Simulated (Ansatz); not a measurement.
This geometry of BCl3 + BrH (6 atoms, charge 0, multiplicity 1) is a first-order saddle point.

The calculation used RKS CAM-B3LYP-D4/def2-SVP (Ansatz).

```xyz
6
Properties=species:S:1:pos:R:3
B -0.437 -0.268 -0.175
Cl 0.950 0.822 -1.126
Cl -0.311 -1.970 -0.627
Cl -2.008 0.534 -0.230
H 1.268 0.797 0.397
Br 0.538 0.086 1.760
```

**Question.** Which two structures does it join? (They come from a converged band through this point; their orientation in space is the band's.)

**Answer.** Bonds broken: B1–Cl2, H5–Br6. Bonds formed: B1–Br6, Cl2–H5. BCl3 + BrH becomes BBrCl2 + ClH.

Image 0:

```xyz
6
Properties=species:S:1:pos:R:3
B -0.656 -0.308 -0.857
Cl 0.637 0.675 -1.518
Cl -0.451 -2.030 -0.740
Cl -2.138 0.446 -0.354
H 1.556 0.870 1.123
Br 1.052 0.346 2.346
```

Image 8:

```xyz
6
Properties=species:S:1:pos:R:3
B -0.839 -0.612 0.292
Cl 1.561 1.266 -1.321
Cl -0.442 -2.042 -0.609
Cl -2.129 0.430 -0.221
H 1.735 1.174 -0.048
Br 0.114 -0.216 1.907
```

**Question.** How far does it lie above each of them?

**Answer.** 1.16 eV above the first and 0.97 eV above the second. This is the barrier of this one path; another mechanism may lie lower. The orbitals stay closed-shell, which can raise the energy where a bond breaks towards radicals; this wasn't checked here.

The run took 19 min on 4 threads of Arm Neoverse N1 (shared host), peak memory 0.34 GiB.
